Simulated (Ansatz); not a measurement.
CuBrNH₃⁺, that is Cu(NH3)Br with one electron fewer. The state is a doublet with charge 1. Geometry PBE0-D4/def2-TZVP, that of the neutral singlet; atoms count from 1.

```csv
atom,x (Å),y (Å),z (Å)
Cu1,0.023,-1.057,-0.353
N2,-0.018,0.789,0.265
H3,-0.906,1.015,0.701
H4,0.118,1.439,-0.503
H5,0.712,0.968,0.948
Br6,0.071,-3.155,-1.058
```

Question: Estimate the Mulliken populations from the PBE0/def2-TZVP orbitals of Ansatz.

Answer: 
| atom | charge (e) | spin (α − β) | d electrons |
| --- | --- | --- | --- |
| Cu1 | 0.43 | 0.27 | 9.64 |
| N2 | -0.54 | -0.01 | – |
| H3 | 0.32 | 0.00 | – |
| H4 | 0.32 | 0.00 | – |
| H5 | 0.32 | 0.00 | – |
| Br6 | 0.16 | 0.74 | – |
Mulliken values and Mayer orders depend strongly on the basis.

Question: Where does the spin sit?

Answer: Summed by element: Cu 0.27, N -0.01, H 0.00, Br 0.74, of 1 unpaired in all. Largest on single atoms: Br6 0.74, Cu1 0.27, N2 -0.01.

Question: And the Mayer bond orders between bonded heavy atoms (over 0.3)?

Answer: Cu1–N2 0.64 (1.95 Å); Cu1–Br6 1.17 (2.21 Å).
